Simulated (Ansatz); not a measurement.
`C=C=N[SiH](F)F` + `C=C[SiH2][SiH2]Cl` → `C=C[SiH2][SiH](F)F` + `C=C=N[SiH2]Cl`  (redistribution)

Gas-phase electronic energies from Ansatz, PBE0-D4/def2-TZVP geometries. CCSD(T)/CBS is the MP2 limit (def2-TZVPP, def2-QZVPP) plus CCSD(T) − MP2 in def2-TZVPP, frozen cores. DFT in def2-TZVPP. One conformer a species, not always the lowest.

```json
{"level": "r2SCAN-D4", "ΔE (eV)": "0.21"}
{"level": "HF/CBS(def2)", "ΔE (eV)": "0.22"}
```

Q: What does CCSD(T)/CBS give? (Best estimate.)

A: Computed: +0.20 eV. The listed levels differ from it by 0.01, 0.02 eV.

Largest T1 diagnostic among the species: 0.014.

From PBE to PBE0 (25 % exact exchange), in def2-TZVPP and without D4, ΔE moves by +0.04 eV.
